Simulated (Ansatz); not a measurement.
`OC1(F)BN1` + H₂ → `FC1BN1` + H₂O at 400 K and 1 bar (hydrogenolysis of a C–O bond).

Computed with Ansatz on PBE0-D4/def2-TZVP structures; ΔE is electronic, products minus reactants. CCSD(T)/CBS is the MP2 limit (def2-TZVPP, def2-QZVPP) plus CCSD(T) − MP2 in def2-TZVPP, frozen cores. This one scheme is used for every species. Each species was taken in one conformer, which may not be the lowest.

```csv
species,CCSD(T)/CBS energy (Eh),H − E (kJ/mol),S (J/(mol·K))
`OC1(F)BN1`,-294.28666,158.7,321.3
H₂,-1.17544,38.0,139.0
`FC1BN1`,-219.10976,143.4,292.1
H₂O,-76.37941,69.8,198.6
```

H − E and S are ideal-gas, rigid-rotor, harmonic terms from PBE0-D4/def2-TZVP, for one conformer and one mirror image of each species. The MP2-based limit puts H₂ 0.8 mEh under its directly extrapolated value; such offsets cancel only in part. 1 Eh = 2625.50 kJ/mol, R = 8.31446 J/(mol·K).

Task: By hand: ΔE, ΔH, ΔS and ΔG.

Result: ΔE = (-219.10976) + (-76.37941) − (-294.28666) − (-1.17544) = -0.02707 Eh = -71.1 kJ/mol. Δ(H − E) = 143.4 + 69.8 − 158.7 − 38.0 = 16.5, so ΔH = -54.6 kJ/mol. ΔS = 292.1 + 198.6 − 321.3 − 139.0 = 30.4 J/(mol·K). ΔG = -54.6 − 400 × (30.4)/1000 = -66.8 kJ/mol.

Task: By hand: the equilibrium constant, and the temperature at which ΔG would vanish if ΔH and ΔS stayed fixed.

Result: log₁₀ K = −ΔG/(RT ln 10) = 8.7. ΔH and −TΔS have one sign here, so there is no such temperature.

ΔH outweighs TΔS. A doubt of 5 kJ/mol in ΔE shifts log₁₀ K by 0.7 here. Other conformers and mirror images would add mixing entropy, several J/(mol·K) or more a flexible species. These are equilibria of isolated gas molecules and say nothing of rates. Largest T1 diagnostic: 0.014 (customary marks: 0.02 for closed shells, 0.045 for open ones).
